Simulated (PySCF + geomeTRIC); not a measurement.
A geometry relaxed with B3LYP-D3(BJ)/def2-TZVP (PySCF + geomeTRIC), charge 0, multiplicity 2:

```xyz
4

H     -0.0735     1.1153    -0.0974
F      1.1394    -0.5189    -0.0744
F     -1.0496    -0.6693    -0.0745
C     -0.0018     0.0840     0.2446
```

Q: Write the SMILES of this molecule.

A: `F[CH]F`
